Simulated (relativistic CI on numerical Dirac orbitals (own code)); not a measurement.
# Hyperfine structure of Bi60+, mass number 209

Computed by Dirac-Coulomb-Breit CI, orbitals from a KLI potential per configuration, QED by a radiative potential, unscaled Slater integrals (own radial code, finite nucleus).

CI space (outside the closed core [Ne]): 3s²3p⁶3d⁵, 3s²3p⁵3d⁶, 3s²3p⁴3d⁷, 3s3p⁶3d⁶, 3p⁶3d⁷, 3s3p⁵3d⁷, 3s²3p⁶3d⁴4s, 3s²3p⁶3d⁴4p, 3s²3p⁴3d⁶4s, 3s²3p⁵3d⁵4s, 3s²3p⁶3d⁴4f, 3s²3p⁶3d³4s², 3s3p⁶3d⁵4s. Levels of other configurations are missing.

Nuclear spin I = 9/2, μ = 4.092 μN, Q = -0.516 b (tables of Stone and Pyykkö). The electronic factors are computed for point nuclear moments, without core polarisation or the Bohr-Weisskopf and QED corrections.

| Level | E (eV) | A (GHz) | B (GHz) |
| --- | --- | --- | --- |
| 3s²3p⁶3d⁵ ²D3/2 | 161.182 | 133.7 | 69.1 |
| 3s²3p⁶3d⁵ ⁴D7/2 | 238.270 | 53.14 | 1.36 |
| 3s²3p⁶3d⁵ ⁴G11/2 | 238.336 | 77.33 | -0.678 |
| 3s²3p⁶3d⁵ ⁴G9/2 | 240.775 | 67.45 | 4.25 |

Levels with J = 0, under 50 % of one LS term, or S terms without an open s electron are left out. Small factors come from cancelling terms and can be off by tens of per cent or more.

At this charge energies of transitions that change n are usually good to better than 1 %, and those within a shell (Δn = 0) to a few per cent.

**Question.** Give the hyperfine levels of 3s²3p⁶3d⁵ ²D3/2 relative to its centre of gravity.

**Answer.** With K = F(F + 1) − I(I + 1) − J(J + 1), E = AK/2 + B[¾K(K + 1) − I(I + 1)J(J + 1)]/[2I(2I − 1)J(2J − 1)]: F = 3: -1071, F = 4: -582.6, F = 5: 71.45, F = 6: 919.6 GHz.

LS names give the leading component of a level, which can be under half, so a name can repeat, a term be missing and a line seem to break the LS rules.
